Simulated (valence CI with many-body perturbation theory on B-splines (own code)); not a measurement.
**E1 line list for W40+**

Computed by relativistic CI+MBPT: six valence electrons over a frozen Dirac-Fock core [Ar] 3d10, radial functions for each j: 9 s, 9 p, 8 d, 6 f, 3 g, 1 h, with the one-electron correlation potential Σ1, the two-electron term Σ2, the three-electron term Σ3, Breit, model QED; selected CI, second order for the rest, scaled by the run's own slope (own B-spline code, finite nucleus).

No measured spectrum was set against this ion. As an estimate, large intervals hold to a few tenths of a per cent, small ones and those within an open d or f shell to about a per cent. Among the levels kept, up to 640 cm⁻¹ of a level comes from second order outside the variational space, and about a tenth of that is noise between levels of different J, which matters for small intervals.

Lines 51 to 85 of 85 in falling wavelength, among levels below 2416500 cm⁻¹, chosen from the strongest by gf and those to the six lowest levels. Wavelengths and rates use the calculated energies. Electric multipoles are in the length gauge with retardation, E1 and E2 with the static RPA response of the core. Weak lines are less certain than strong ones. Lines between different terms over intervals too small for the method are left out, as are lines whose strength nearly cancels. Where a level lies close to another of its J and parity, the split of strength between their lines is uncertain. The highest levels of a list are the least certain.

Levels are named by their leading jj configuration (3d3/2^4 stands for four electrons in 3d with j = 3/2), which in mixed levels can hold well under half, so a name can repeat and another be missing. Letters in brackets count levels of one name in rising energy.

| λ vac (nm) | Upper | Lower | A (s⁻¹) | log gf | Branch % |
| --- | --- | --- | --- | --- | --- |
| 6.718 | (4s^2 4p1/2 4p3/2^2 4d5/2) J=2 [a] | (4s^2 4p1/2 4p3/2^3) J=1 | 4.35e+09 | -1.83 | 50.0 |
| 6.629 | (4s^2 4p1/2 4p3/2^2 4d5/2) J=2 [b] | (4s^2 4p1/2 4p3/2^3) J=2 | 1.91e+11 | -0.20 | 36.9 |
| 6.584 | (4s^2 4p1/2^2 4p3/2 4d5/2) J=3 | (4s^2 4p1/2^2 4p3/2^2) J=2 | 4.39e+11 | 0.30 | 100.0 |
| 6.572 | (4s^2 4p1/2 4p3/2^2 4d5/2) J=1 [b] | (4s^2 4p1/2 4p3/2^3) J=2 | 6.09e+10 | -0.93 | 7.9 |
| 6.493 | (4s^2 4p1/2^2 4p3/2 4d5/2) J=1 | (4s^2 4p1/2^2 4p3/2^2) J=2 | 1.12e+11 | -0.67 | 44.5 |
| 6.473 | (4s^2 4p1/2 4p3/2^2 4d5/2) J=2 [b] | (4s^2 4p1/2 4p3/2^3) J=1 | 2.80e+11 | -0.06 | 53.9 |
| 6.471 | (4s^2 4p1/2 4p3/2^2 4d5/2) J=3 [c] | (4s^2 4p1/2 4p3/2^3) J=2 | 5.94e+11 | 0.42 | 94.1 |
| 6.419 | (4s^2 4p1/2 4p3/2^2 4d5/2) J=1 [b] | (4s^2 4p1/2 4p3/2^3) J=1 | 5.15e+11 | -0.02 | 67.1 |
| 6.376 | (4s^2 4p1/2 4p3/2^2 4d5/2) J=2 [c] | (4s^2 4p1/2 4p3/2^3) J=2 | 4.36e+11 | 0.12 | 41.7 |
| 6.267 | (4s 4p1/2^2 4p3/2^3) J=2 | (4s^2 4p1/2^2 4p3/2^2) J=2 | 4.06e+11 | 0.08 | 95.1 |
| 6.232 | (4s^2 4p1/2 4p3/2^2 4d5/2) J=2 [c] | (4s^2 4p1/2 4p3/2^3) J=1 | 5.91e+11 | 0.24 | 56.6 |
| 6.214 | (4s 4p1/2^2 4p3/2^3) J=1 | (4s^2 4p1/2^2 4p3/2^2) J=0 | 2.88e+11 | -0.30 | 47.0 |
| 6.140 | (4s 4p1/2 4p3/2^4) J=0 | (4s^2 4p1/2 4p3/2^3) J=1 | 6.58e+11 | -0.43 | 100.0 |
| 5.952 | (4s 4p1/2^2 4p3/2^3) J=1 | (4s^2 4p1/2^2 4p3/2^2) J=2 | 2.89e+11 | -0.34 | 47.2 |
| 5.342 | (4s^2 4p1/2 4p3/2^2 4d3/2) J=1 [a] | (4s^2 4p1/2^2 4p3/2^2) J=0 | 1.70e+10 | -1.66 | 32.8 |
| 5.147 | (4s^2 4p1/2 4p3/2^2 4d3/2) J=1 [a] | (4s^2 4p1/2^2 4p3/2^2) J=2 | 2.74e+10 | -1.49 | 52.8 |
| 5.143 | (4s^2 4p1/2 4p3/2^2 4d3/2) J=2 [a] | (4s^2 4p1/2^2 4p3/2^2) J=2 | 6.22e+09 | -1.91 | 74.8 |
| 5.066 | (4s^2 4p1/2 4p3/2^2 4d3/2) J=3 [a] | (4s^2 4p1/2^2 4p3/2^2) J=2 | 1.50e+10 | -1.39 | 91.8 |
| 4.874 | (4s^2 4p1/2 4p3/2^2 4d3/2) J=2 [b] | (4s^2 4p1/2^2 4p3/2^2) J=2 | 9.04e+10 | -0.79 | 98.5 |
| 4.853 | (4s^2 4p1/2 4p3/2^2 4d3/2) J=1 [b] | (4s^2 4p1/2^2 4p3/2^2) J=0 | 5.08e+09 | -2.27 | 0.4 |
| 4.825 | (4s^2 4p1/2 4p3/2^2 4d5/2) J=1 [a] | (4s^2 4p1/2^2 4p3/2^2) J=0 | 2.24e+10 | -1.63 | 3.4 |
| 4.760 | (4s^2 4p1/2 4p3/2^2 4d5/2) J=3 [a] | (4s^2 4p1/2^2 4p3/2^2) J=2 | 1.98e+11 | -0.33 | 99.8 |
| 4.700 | (4s^2 4p1/2 4p3/2^2 4d3/2) J=1 [c] | (4s^2 4p1/2^2 4p3/2^2) J=0 | 1.67e+12 | 0.22 | 97.5 |
| 4.695 | (4s^2 4p1/2 4p3/2^2 4d3/2) J=2 [c] | (4s^2 4p1/2^2 4p3/2^2) J=2 | 1.74e+12 | 0.46 | 99.6 |
| 4.692 | (4s^2 4p1/2 4p3/2^2 4d3/2) J=1 [b] | (4s^2 4p1/2^2 4p3/2^2) J=2 | 1.28e+12 | 0.10 | 99.4 |
| 4.690 | (4s^2 4p1/2 4p3/2^2 4d3/2) J=3 [b] | (4s^2 4p1/2^2 4p3/2^2) J=2 | 1.52e+12 | 0.54 | 99.9 |
| 4.665 | (4s^2 4p1/2 4p3/2^2 4d5/2) J=1 [a] | (4s^2 4p1/2^2 4p3/2^2) J=2 | 6.20e+11 | -0.22 | 95.0 |
| 4.548 | (4s^2 4p1/2 4p3/2^2 4d3/2) J=1 [c] | (4s^2 4p1/2^2 4p3/2^2) J=2 | 2.72e+10 | -1.60 | 1.6 |
| 4.487 | (4s^2 4p1/2 4p3/2^2 4d5/2) J=1 [b] | (4s^2 4p1/2^2 4p3/2^2) J=0 | 1.47e+11 | -0.88 | 19.2 |
| 4.483 | (4s^2 4p1/2 4p3/2^2 4d5/2) J=2 [a] | (4s^2 4p1/2^2 4p3/2^2) J=2 | 2.45e+09 | -2.43 | 28.1 |
| 4.429 | (4s^2 4p1/2 4p3/2^2 4d5/2) J=3 [b] | (4s^2 4p1/2^2 4p3/2^2) J=2 | 2.61e+08 | -3.27 | 16.3 |
| 4.373 | (4s^2 4p1/2 4p3/2^2 4d5/2) J=2 [b] | (4s^2 4p1/2^2 4p3/2^2) J=2 | 4.77e+10 | -1.17 | 9.2 |
| 4.348 | (4s^2 4p1/2 4p3/2^2 4d5/2) J=1 [b] | (4s^2 4p1/2^2 4p3/2^2) J=2 | 4.40e+10 | -1.43 | 5.7 |
| 4.304 | (4s^2 4p1/2 4p3/2^2 4d5/2) J=3 [c] | (4s^2 4p1/2^2 4p3/2^2) J=2 | 3.73e+10 | -1.14 | 5.9 |
| 4.262 | (4s^2 4p1/2 4p3/2^2 4d5/2) J=2 [c] | (4s^2 4p1/2^2 4p3/2^2) J=2 | 1.76e+10 | -1.62 | 1.7 |
